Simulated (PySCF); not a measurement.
Structure from NMR data

Molecular formula: C7H8Cl2Si. Simulated spectra:

1H NMR (300 MHz, computed): δ 6.88 (br s, 1H), 6.69 (s, 1H), 6.69 (br s, 1H), 6.48 (br s, 1H), 6.28 (t, 1H), 6.01 (br s, 1H), 4.83 (m, 2H).

13C{1H} NMR (computed): δ 166.5 (C), 146.3 (C), 146.1 (C), 134.4 (CH), 132.1 (CH2), 120.9 (CH2), 86.1 (CH).

[PySCF 2.14.0 with density-fitted response routines: structure optimised with GFN2-xTB; σ from GIAO-PBE0/pcSseg-1; a single conformation; rapidly exchanging positions averaged; no solvent; relativity neglected]

Scale: 1H and 13C against TMS (reference shieldings calculated alike).

**Question.** Which of these isomers gave the spectra?
A. C[Si](Cl)(Cl)c1ccccc1
B. C[C@H]1[SiH2]C=C1C#CC(Cl)Cl
C. C=C1[SiH2]C=C(C(Cl)Cl)C1=C
D. C=C1C=C([SiH2]C(Cl)Cl)C1=C

**Answer.** C. 

Rings plus π bonds: 4 (1 ring in the answer). 7 carbon signals for 7 carbons: no two carbons are equivalent. Carbon types of the structure: 3 × C, 2 × CH, 2 × CH2, leaving 2 H on heteroatoms. δC 166.5, 146.3, 146.1: fully substituted alkene carbon. δC 134.4: alkene CH; as expected for a trigonal carbon in a double bond. δC 132.1, 120.9: terminal =CH2 carbon; as expected for a trigonal carbon in a double bond. δC 86.1: allylic sp3 CH bonded to 2 Cl; 2 electronegative neighbours deshield it. δH 6.28: hydrogen on an alkene CH; attached to an sp2 carbon and in the plane of the double bond.

The others: C[Si](Cl)(Cl)c1ccccc1 would give 5 carbon signals, not 7; C=C1C=C([SiH2]C(Cl)Cl)C1=C has carbons computed at 172.4, 159.1, 157.3, 157.0, 103.4, 101.5, 72.6; C[C@H]1[SiH2]C=C1C#CC(Cl)Cl would give 6 signals for carbon-bound and other non-exchanging H, not 7.

Carbons that carry Cl, above all several Cl atoms, come out too deshielded, partly because spin–orbit coupling is missing. Shifts are as computed. Against solution values, carbons near 30 ppm lie about +3 ppm off and those near 130 ppm about +5 ppm; carbons on Cl a further +6 ppm. Of 1309 compounds with measured shifts, 239 miss one by over three times the rms of a fit or turn the order of signals round; such compounds aren't used in these exercises. Multiplicities follow the n + 1 count of equivalent neighbours, as no J values were calculated; m marks all less simple cases, F and P coupling included.
